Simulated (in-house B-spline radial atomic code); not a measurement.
**The caesium ion Cs⁴⁺: [Ar] (3d3/2)4 (3d5/2)5 4s2 4p6 4d10 5s2 (5p3/2)3 (7f7/2)1 (an excited or competing configuration)**

Method: Dirac-Hartree-Fock, average of the jj configuration, Fermi nucleus of rms radius 4.8041 fm. Calculated with a radial B-spline atomic code at the basis-set limit.

Effective charges: Z_r = [3n² - l(l+1)]/(2<r>) from the radius, Z_e = n√(-2ε) from the energy, and Slater's rules. Values are occupation-weighted means over j. An effective charge above Z reflects the relativistic contraction of the inner shells.

```csv
shell,electrons,ε (eV),<r> (bohr),Z_r,Z_e,Slater
1s,2,-36300,0.0261,57.46,51.65,54.70
2s,2,-5889.5,0.1115,53.81,41.61,50.85
2p,6,-5296.4,0.09796,51.04,39.46,50.85
3s,2,-1338.3,0.2956,45.67,29.75,43.75
3p,6,-1141.1,0.2934,42.61,27.47,43.75
3d,9,-854.49,0.2709,38.75,23.77,34.20
4s,2,-323.95,0.6819,35.20,19.52,28.10
4p,6,-256.8,0.7221,31.85,17.38,28.10
4d,10,-155.06,0.7982,26.31,13.50,16.85
5s,2,-85.644,1.583,23.69,12.54,11.30
5p,3,-67.157,1.775,20.56,11.11,11.30
7f,1,-8.9447,10.2,6.62,5.68,5.00
```

The least bound orbital is 7f7/2 at -8.945 eV, and it is also the most diffuse (<r> = 10.2 bohr). The part-filled 3d shell lies below the filled 5s shell in orbital energy.

For the 1s electron the small component carries 4.12 % of the norm, the zero-frequency Breit interaction raises the level by 92.32 eV, self-energy by 53.22 eV, and vacuum polarisation lowers it by 7.573 eV.
